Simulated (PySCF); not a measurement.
H6O3W, SMILES [OH][WH3]([OH])[OH], multiplicity 1.

Geometry optimised at PBE-D3(BJ)/def2-SVP. The multiplicity is an assumed one; no other spin state was optimised. The structure was generated by enumeration; whether it is a known compound was not checked. The def2 effective core potentials stand for the cores of W; spin–orbit coupling is left out. One conformer was computed; it need not be the lowest.

All values below come from PBE-D3(BJ)/def2-SVP run with PySCF.

Frequencies are harmonic and unscaled.

Modes within 1.5 cm⁻¹ of each other (mostly degenerate sets) share a row, with their intensities summed.

| mode | ν (cm⁻¹) | IR (km/mol) | moving atoms (share of kinetic energy) |
|---|---|---|---|
| 1–2 | 177 | 8.8 | O 74 %, H 18 % |
| 3 | 234 | 17.5 | O 65 %, W 18 %, H 18 % |
| 4 | 315 | 0.0 | H 98 % |
| 5–6 | 473 | 0.1 | H 87 %, O 13 % |
| 7 | 600 | 0.0 | H 89 %, O 11 % |
| 8–9 | 609 | 454.8 | H 93 % |
| 10–11 | 674 | 362.9 | O 84 %, W 9 % |
| 12 | 690 | 59.4 | O 95 % |
| 13 | 732 | 87.5 | H 86 %, O 14 % |
| 14–15 | 843 | 0.2 | H 81 %, O 14 % |
| 16–17 | 1036 | 39.7 | H 100 % |
| 18 | 1043 | 26.0 | H 99 % |
| 19–20 | 1972 | 231.5 | H 100 % |
| 21 | 2006 | 115.1 | H 99 % |
| 22–23 | 3745 | 396.9 | H 94 % |
| 24 | 3751 | 51.0 | H 94 % |
